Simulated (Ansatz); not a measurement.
Sn(OMe)H3 (CH₆OSn), relaxed as a singlet with RKS r2SCAN-D4/def2-TZVP in Ansatz, starting from the GFN2-xTB geometry. Force threshold 0.02 eV/Å.

In the def2 sets Sn takes a core potential; there is no spin–orbit coupling.

Start:

```
atom   x (Å)   y (Å)   z (Å)
 Sn1  -0.754  -1.296  -0.211
  O2  -0.442   0.640  -0.234
  C3   0.707   1.316   0.190
  H4   0.924   1.142   1.247
  H5   0.515   2.379   0.044
  H6   1.587   1.037  -0.395
  H7   0.413  -2.073  -1.128
  H8  -2.260  -1.285  -0.878
  H9  -0.691  -1.860   1.365
```

Task: Estimate the energy that the relaxation releases and the steps that it takes.

Result: 0.08 eV, in 6 steps; 20 s on 4 threads of Intel Xeon on a shared host. No frequencies were taken in this run, so the end may be a saddle point.

Task: Does the start keep its bonding?

Result: By distances, no bond broke or formed. The bond that changes most is Sn1–H8, from 1.65 to 1.70 Å (atoms count from 1).

Task: Predict the relaxed structure.

Result: 
```xyz
9

Sn   -0.763   -1.226   -0.224
O    -0.532    0.734   -0.286
C     0.688    1.268    0.188
H     0.863    1.038    1.250
H     0.644    2.357    0.085
H     1.555    0.910   -0.386
H     0.487   -1.915   -1.166
H    -2.313   -1.464   -0.874
H    -0.629   -1.702    1.413
```
Bond lengths: 1 × O–Sn 1.97 Å; 1 × C–O 1.41 Å; 3 × H–Sn 1.70 to 1.71 Å; 3 × C–H 1.09 to 1.10 Å.
